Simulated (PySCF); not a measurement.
Gas-phase reaction: GaI + 2 ICl = GaI3 + 2 Cl

Computed with PySCF and rigid-rotor harmonic-oscillator thermochemistry at 1 bar. † marks an energy on the PBE0/def2-TZVP geometry and frequencies; other levels use their own. MP2 and CCSD(T) freeze the core. Open shells (unrestricted): Cl (multiplicity 2, electronic degeneracy 6); the rest are closed-shell singlets. Spin-orbit splitting is ignored; it lowers the true energy and changes the entropy of Cl. I: scalar-relativistic def2 core potential, no spin-orbit coupling. Ga: all electrons, no relativistic terms. MP2 isn't extrapolated to the basis-set limit; its ΔH°(298 K) is -102.4 kJ in def2-SVP and -36.8 kJ in def2-TZVPP. CCSD(T) isn't extrapolated to the basis-set limit; its ΔH°(298 K) is -78.5 kJ in def2-SVP and -24.8 kJ in def2-TZVPP. The harmonic model lacks anharmonicity and excited electronic states, which grow with temperature; levels with a mode under 35 cm⁻¹ are left out. Soft modes under 120 cm⁻¹ make the harmonic entropy rough for GaI3.

```tsv
level	ΔE electronic, kJ	ΔH°(298 K), kJ	ΔS°(298 K), J/K	ΔG°(800 K), kJ
CCSD(T)/def2-SVP†	-82	-78	-32	-57
CCSD(T)/def2-TZVPP†	-28	-25	-32	-3
MP2/def2-TZVPP†	-40	-37	-32	-15
PBE/def2-SVP	41	44	-32	66
PBE/def2-TZVP†	72	75	-32	97
ωB97X-V/def2-TZVP†	9	12	-32	34
```
ΔH° is lowest at CCSD(T)/def2-SVP† and highest at PBE/def2-TZVP†. No reference value is set beside these.
